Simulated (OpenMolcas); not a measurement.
# Zn⁺: effect of the IPEA shift

```json
{"Program": "OpenMolcas", "Basis": "ANO-RCC-VQZP [7s6p4d3f2g1h]", "Scalar Hamiltonian": "DKH2, point nucleus", "Active space": "1 electron in 4 orbitals (4s 4p)", "State averaging": "2S+1 = 2 even, 1 root; 2S+1 = 2 odd, 3 roots", "Spin-orbit coupling": "state interaction with AMFI integrals over the reference wave functions, term energies averaged over their components"}
```

Methods on the same reference wave functions:
A. CASSCF
B. SS-CASPT2, IPEA 0 Eh, imaginary shift 0.1 Eh (closed shells correlated: 3d)
C. SS-CASPT2, IPEA 0.25 Eh, imaginary shift 0.1 Eh (closed shells correlated: 3d)

Energies in eV above 4s 2S 1/2, the measured ground level; measured values from NIST Handbook of Basic Atomic Spectroscopic Data.

| Level | A | B | C | Measured |
| --- | --- | --- | --- | --- |
| 4s 2S 1/2 | 0.0000 | 0.0000 | 0.0000 | 0.0000 |
| 4p 2P* 1/2 | 5.6152 | 6.092 | 6.084 | 6.0109 |
| 4p 2P* 3/2 | 5.7010 | 6.178 | 6.169 | 6.1192 |

Deviations, from unrounded energies. A percentage is the sum of absolute deviations over the sum of measured energies, with the sign that they share, or ± where signs differ.

```
           Against measurement  Levels     A     B     C
mean absolute deviation (cm-1)       2  3300   560   500
      other configurations (%)       2  -6.7  +1.1  +1.0
```

C lies closest to measurement on these levels and A furthest from it. The largest miss of C in the table is 4p 2P* 1/2, by +590 cm-1. The ranking rests on the paired levels alone, and a cruder setting can come out closer through cancelling errors.

Between B and C the level of the table that moves most is 4p 2P* 1/2, by 67 cm-1 (lowest in C, highest in B).

The lowest spin-free term lies below A's lowest term by 0.510 hartree in B, 0.509 hartree in C.

With one active electron the reference holds no correlation, so core polarisation is missing (holds for A). With one active electron, CASPT2 adds the correlation within the correlated inactive shells and between them and that electron, and leaves the splitting within a term as the reference gives it (holds for B; C). Measured partners are found by configuration, term and J. A level has none where our copy of the source lacks it or the pairing is in doubt (some pairs that miss far off the trend of their configuration count as doubtful), and it then counts in no deviation. Levels of configurations outside the active space are missing.

* marks odd parity.
